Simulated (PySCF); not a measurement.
# Excitation energy of Cd⁺ by level of theory

Cd⁺ [Kr] 4d10 5s1 (2S) → Cd⁺ [Kr] 4d9 5s2 (2D), as a difference of total energies. Calculation: PySCF 2.14, in aug-cc-pwCVDZ-PP with ECP28MDF (6s6p5d3f, 70 functions); scalar relativity through the core potential. Correlated levels: valence: 4s2 4p6 frozen; valence and next inner shell: nothing frozen outside the core potential. The calculations carry no spin-orbit coupling.

```
                                method  excitation energy (eV)  error (eV)
                                   UHF                   8.914      +0.048
                                   LDA                   8.480      -0.386
                                   PBE                   8.525      -0.341
                                  PBE0                   8.760      -0.106
                                r2SCAN                   8.735      -0.131
                             BHandHLYP                   8.671      -0.195
                                B2PLYP                   8.733      -0.133
                                 TPSSh                   8.634      -0.232
                                 wB97X                   8.529      -0.337
                         MP2 (valence)                   9.270      +0.404
                     SCS-MP2 (valence)                   9.082      +0.216
    MP2 (valence and next inner shell)                   8.845      -0.021
SCS-MP2 (valence and next inner shell)                   8.682      -0.184
```

Reference: 8.866 eV (measured; NIST levels, between the centres of gravity of the two terms).

Errors of the correlated levels include the incompleteness of this basis and the frozen core.
